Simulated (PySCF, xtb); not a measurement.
In(Br)(Me)(OH) (CH4BrInO), SMILES [OH][In]([Br])[CH3].

GFN2-xTB (xtb) at its own geometry gives an orbital gap of 3.15 eV and a dipole moment of 4.54 D.

Geometry: B3LYP-D3(BJ)/def2-SVP. The def2 effective core potentials stand for the cores of In; spin–orbit coupling is left out. The values are those of a single conformer.

Question: What does ωB97X/def2-TZVP (PySCF) give? (The exact figures need the calculation; the answer reports its results.)

Answer: gap 10.69 eV (levels -10.33 and 0.36 eV), dipole 2.27 D.
